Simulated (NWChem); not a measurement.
System: C₄H₆O; SMILES C=C1COC1

Excerpt of the output:

```
             Northwest Computational Chemistry Package (NWChem) 7.3.0
             --------------------------------------------------------

 C2V symmetry detected

                             Geometry "geometry" -> ""
                             -------------------------

 Output coordinates in angstroms (scale by  1.889725989 to convert to a.u.)

  No.       Tag          Charge          X              Y              Z
 ---- ---------------- ---------- -------------- -------------- --------------
    1 C                    6.0000     0.00000000     0.00000000    -1.91059616
    2 C                    6.0000     0.00000000     0.00000000    -0.59603445
    3 C                    6.0000     0.00000000     1.03359905     0.49187982
    4 O                    8.0000     0.00000000     0.00000000     1.48445605
    5 C                    6.0000     0.00000000    -1.03359905     0.49187982
    6 H                    1.0000     0.00000000    -0.91839809    -2.47207577
    7 H                    1.0000     0.00000000     0.91839809    -2.47207577
    8 H                    1.0000    -0.89347730     1.66313463     0.55143222
    9 H                    1.0000     0.89347730     1.66313463     0.55143222
   10 H                    1.0000     0.89347730    -1.66313463     0.55143222
   11 H                    1.0000    -0.89347730    -1.66313463     0.55143222

 Effective nuclear repulsion energy (a.u.)     170.3669942916

      Symmetry information
      --------------------

 Group name             C2v
 Group number             16
 Group order               4
 No. of unique centers     6

                                Z-matrix (autoz)
                                --------

 Units are Angstrom for bonds and degrees for angles

      Type          Name      I     J     K     L     M      Value
      ----------- --------  ----- ----- ----- ----- ----- ----------
    1 Stretch                  1     2                       1.31456
    2 Stretch                  1     6                       1.07644
    3 Stretch                  1     7                       1.07644
    4 Stretch                  2     3                       1.50063
    5 Stretch                  2     5                       1.50063
    6 Stretch                  3     4                       1.43302
    7 Stretch                  3     8                       1.09461
    8 Stretch                  3     9                       1.09461
    9 Stretch                  4     5                       1.43302
   10 Stretch                  5    10                       1.09461
   11 Stretch                  5    11                       1.09461
   12 Bend                     1     2     3               136.46657
   13 Bend                     1     2     5               136.46657
   14 Bend                     2     1     6               121.44030
   15 Bend                     2     1     7               121.44030
   16 Bend                     2     3     4                90.30670
   17 Bend                     2     3     8               115.82193
   18 Bend                     2     3     9               115.82193
   19 Bend                     2     5     4                90.30670
   20 Bend                     2     5    10               115.82193
   21 Bend                     2     5    11               115.82193
   22 Bend                     3     2     5                87.06686
   23 Bend                     3     4     5                92.31975
   24 Bend                     4     3     8               112.15663
   25 Bend                     4     3     9               112.15663
   26 Bend                     4     5    10               112.15663
   27 Bend                     4     5    11               112.15663
   28 Bend                     6     1     7               117.11940
   29 Bend                     8     3     9               109.42317
   30 Bend                    10     5    11               109.42317
   31 Torsion                  1     2     3     4         180.00000
   32 Torsion                  1     2     3     8          65.06628
   33 Torsion                  1     2     3     9         -65.06628
   34 Torsion                  1     2     5     4         180.00000
   35 Torsion                  1     2     5    10          65.06628
   36 Torsion                  1     2     5    11         -65.06628
   37 Torsion                  2     3     4     5           0.00000
   38 Torsion                  2     5     4     3           0.00000
   39 Torsion                  3     2     1     6         180.00000
   40 Torsion                  3     2     1     7           0.00000
   41 Torsion                  3     2     5     4          -0.00000
   42 Torsion                  3     2     5    10        -114.93372
   43 Torsion                  3     2     5    11         114.93372
   44 Torsion                  3     4     5    10         118.19612
   45 Torsion                  3     4     5    11        -118.19612
   46 Torsion                  4     3     2     5           0.00000
   47 Torsion                  5     2     1     6          -0.00000
   48 Torsion                  5     2     1     7         180.00000
   49 Torsion                  5     2     3     8        -114.93372
   50 Torsion                  5     2     3     9         114.93372
   51 Torsion                  5     4     3     8         118.19612
   52 Torsion                  5     4     3     9        -118.19612

  pbe96 is a nonlocal functional; adding pw91lda local functional.

                           NWChem Geometry Optimization
                           ----------------------------

 maximum gradient threshold         (gmax) =   0.000450
 rms gradient threshold             (grms) =   0.000300
 maximum cartesian step threshold   (xmax) =   0.001800
 rms cartesian step threshold       (xrms) =   0.001200
 fixed trust radius                (trust) =   0.300000
 source of zmatrix                         =   autoz

          -------------------
          Energy Minimization
          -------------------

 Using diagonal initial Hessian
 Scaling for Hessian diagonals: bonds = 1.00  angles = 0.25  torsions = 0.10

          --------
          Step   0

                                 NWChem DFT Module
                                 -----------------

 Summary of "ao basis" -> "ao basis" (spherical)
 ------------------------------------------------------------------------------
       Tag                 Description            Shells   Functions and Types
 ---------------- ------------------------------  ------  ---------------------
 C                          def2-svp                 6       14   3s2p1d
 O                          def2-svp                 6       14   3s2p1d
 H                          def2-svp                 3        5   2s1p

      Symmetry analysis of basis
      --------------------------

        a1         40
        a2         13
        b1         19
        b2         28

            General Information
            -------------------
          SCF calculation type: DFT
          Wavefunction type:  closed shell.
          No. of atoms     :    11
          No. of electrons :    38
           Alpha electrons :    19
            Beta electrons :    19
          Charge           :     0
          Spin multiplicity:     1
          Use of symmetry is: on ; symmetry adaption is: on
          Maximum number of iterations: 150
          AO basis - number of functions:   100
                     number of shells:    48
          Convergence on energy requested:  1.00D-06
          Convergence on density requested:  1.00D-05
          Convergence on gradient requested:  5.00D-04

              XC Information
              --------------
          PerdewBurkeErnzerhof Exchange Functional  1.000
            Perdew 1991 LDA Correlation Functional  1.000 local
           PerdewBurkeErnz. Correlation Functional  1.000 non-local

             Grid Information
             ----------------
          Grid used for XC integration:  medium
          Radial quadrature: Mura-Knowles
          Angular quadrature: Lebedev.
          Tag              B.-S. Rad. Rad. Pts. Rad. Cut. Ang. Pts.
          ---              ---------- --------- --------- ---------
          C                   0.70       49          10.0       434
          O                   0.60       49          11.0       434
          H                   0.35       45          11.0       434
          Grid pruning is: on
          Number of quadrature shells:   286
          Spatial weights used:  Erf1

           DFT-D3BJ Model
          s6 scale factor  :        1.000000000000
          s8 scale factor  :        0.787500000000
          a1 parameter     :        0.428900000000
          a2 parameter     :        4.440700000000
              vdW contrib  :       -0.007508250687

      Superposition of Atomic Density Guess
      -------------------------------------

 Sum of atomic energies:        -228.18607004

      Non-variational initial energy
      ------------------------------

 Total energy =    -231.425098
 1-e energy   =    -645.253955
 2-e energy   =     243.461863
 HOMO         =      -0.287629
 LUMO         =       0.008370

      Symmetry analysis of molecular orbitals - initial
      -------------------------------------------------

  Numbering of irreducible representations:

     1 a1          2 a2          3 b1          4 b2

  Orbital symmetries:

     1 a1          2 a1          3 a1          4 a1          5 b2
     6 a1          7 a1          8 b2          9 a1         10 a1
    11 b1         12 b2         13 a1         14 b2         15 a2
    16 a1         17 b1         18 b2         19 b1         20 b1
    21 a1         22 a1         23 b2         24 a1         25 b2
    26 a2         27 b1         28 b2         29 b2

   convergence    iter        energy       DeltaE   RMS-Dens  Diis-err
 ---------------- ----- ----------------- --------- --------- ---------
 d= 0,ls=0.0,diis     1   -230.6566605533 -4.01D+02  1.83D-02  6.61D-01
 d= 0,ls=0.0,diis     2   -230.5613468253  9.53D-02  1.14D-02  1.60D+00
 d= 0,ls=0.0,diis     3   -230.7194582168 -1.58D-01  2.70D-03  1.10D-01
 d= 0,ls=0.0,diis     4   -230.7278650655 -8.41D-03  1.24D-03  2.52D-02
 d= 0,ls=0.0,diis     5   -230.7308306874 -2.97D-03  4.43D-04  2.72D-03
  Resetting Diis
 d= 0,ls=0.0,diis     6   -230.7311290319 -2.98D-04  1.97D-04  3.05D-04
 d= 0,ls=0.0,diis     7   -230.7311685169 -3.95D-05  4.94D-05  3.18D-06
 d= 0,ls=0.0,diis     8   -230.7311674891  1.03D-06  2.98D-05  1.01D-05
 d= 0,ls=0.0,diis     9   -230.7311689125 -1.42D-06  6.10D-06  6.54D-07
 d= 0,ls=0.0,diis    10   -230.7311689916 -7.91D-08  1.33D-06  2.51D-08

         Total DFT energy =     -230.731168991598
      One electron energy =     -649.497141086705
           Coulomb energy =      280.626398028500
    Exchange-Corr. energy =      -32.219911974306
 Nuclear repulsion energy =      170.366994291600

    Dispersion correction =       -0.007508250687

 Numeric. integr. density =       37.999995426194

                  Occupations of the irreducible representations
                  ----------------------------------------------

                     irrep           alpha         beta
                     --------     --------     --------
                     a1               10.0         10.0
                     a2                1.0          1.0
                     b1                3.0          3.0
                     b2                5.0          5.0

[...]

      ----------------------
      Optimization converged
      ----------------------

  Step       Energy      Delta E   Gmax     Grms     Xrms     Xmax
  ---- ---------------- -------- -------- -------- -------- --------
@    4    -230.73429268 -1.7D-06  0.00016  0.00003  0.00062  0.00141
                                     ok       ok       ok       ok

                                Z-matrix (autoz)
                                --------

 Units are Angstrom for bonds and degrees for angles

[...]

 Rotational Constants
 --------------------
 A=   0.396921 cm-1  (  0.571068 K)
 B=   0.154850 cm-1  (  0.222789 K)
 C=   0.116469 cm-1  (  0.167569 K)

 Temperature                      =   298.15K
 frequency scaling parameter      =   1.0000

 Zero-Point correction to Energy  =   55.241 kcal/mol  (  0.088032 au)
 Thermal correction to Energy     =   58.337 kcal/mol  (  0.092966 au)
 Thermal correction to Enthalpy   =   58.929 kcal/mol  (  0.093910 au)

 Total Entropy                    =   69.334 cal/mol-K
   - Translational                =   38.639 cal/mol-K (mol. weight =  70.0419)
   - Rotational                   =   23.537 cal/mol-K (symmetry #  =        2)
   - Vibrational                  =    7.158 cal/mol-K

 Cv (constant volume heat capacity) =   17.440 cal/mol-K
   - Translational                  =    2.979 cal/mol-K
   - Rotational                     =    2.979 cal/mol-K
   - Vibrational                    =   11.481 cal/mol-K

[normal modes left out]

 ----------------------------------------------------------------------------
 Normal Eigenvalue ||           Projected Infra Red Intensities
  Mode   [cm**-1]  || [atomic units] [(debye/angs)**2] [(KM/mol)] [arbitrary]
 ------ ---------- || -------------- ----------------- ---------- -----------
    1       -0.000 ||    0.000238           0.006         0.232       0.189
    2       -0.000 ||    0.000000           0.000         0.000       0.000
    3        0.000 ||    0.000661           0.015         0.644       0.524
    4        0.000 ||    0.000397           0.009         0.387       0.315
    5        0.000 ||    0.000045           0.001         0.044       0.036
    6        0.000 ||    0.000138           0.003         0.134       0.109
    7      123.230 ||    0.004188           0.097         4.083       3.322
    8      342.652 ||    0.001230           0.028         1.199       0.976
    9      381.687 ||    0.007231           0.167         7.049       5.736
   10      627.645 ||    0.000000           0.000         0.000       0.000
   11      687.769 ||    0.000003           0.000         0.003       0.002
   12      860.804 ||    0.036678           0.846        35.756      29.094
   13      867.619 ||    0.006452           0.149         6.290       5.118
   14      878.427 ||    0.000596           0.014         0.581       0.473
   15      925.216 ||    0.000000           0.000         0.000       0.000
   16      990.929 ||    0.021574           0.498        21.032      17.113
   17     1018.216 ||    0.102624           2.368       100.043      81.403
   18     1027.182 ||    0.002489           0.057         2.426       1.974
   19     1100.644 ||    0.000011           0.000         0.011       0.009
   20     1100.980 ||    0.000000           0.000         0.000       0.000
   21     1190.165 ||    0.000528           0.012         0.515       0.419
   22     1249.051 ||    0.001842           0.042         1.796       1.461
   23     1286.793 ||    0.006354           0.147         6.194       5.040
   24     1375.964 ||    0.004904           0.113         4.780       3.890
   25     1412.376 ||    0.000085           0.002         0.083       0.067
   26     1444.184 ||    0.001298           0.030         1.266       1.030
   27     1745.384 ||    0.019230           0.444        18.746      15.253
   28     2914.801 ||    0.113143           2.610       110.297      89.747
   29     2929.783 ||    0.001664           0.038         1.622       1.320
   30     2962.790 ||    0.075296           1.737        73.403      59.726
   31     2964.715 ||    0.000000           0.000         0.000       0.000
   32     3077.552 ||    0.002921           0.067         2.848       2.317
   33     3173.258 ||    0.004207           0.097         4.101       3.337
 ----------------------------------------------------------------------------
```

Level: PBE-D3(BJ)/def2-SVP. 

Write an input that gives this output.

This is not unique; one that fits is the input that was run:
```
start job
memory heap 200 mb stack 900 mb global 1100 mb
geometry units angstroms
  C      0.699362    -1.432113    -1.122042
  C      0.227664    -0.466244    -0.365292
  C     -0.247583     0.942402    -0.569603
  O     -0.518833     1.062404     0.832380
  C     -0.077775    -0.276185     1.091577
  H      0.976364    -2.386011    -0.707237
  H      0.825364    -1.303285    -2.183287
  H     -1.151404     1.057379    -1.176274
  H      0.510077     1.657143    -0.906146
  H      0.783309    -0.303650     1.766813
  H     -0.878173    -0.903413     1.496683
end
basis spherical
  * library def2-svp
end
dft
  xc xpbe96 cpbe96
  disp vdw 4
  iterations 150
end
driver
  maxiter 120
end
task dft optimize
task dft freq
```
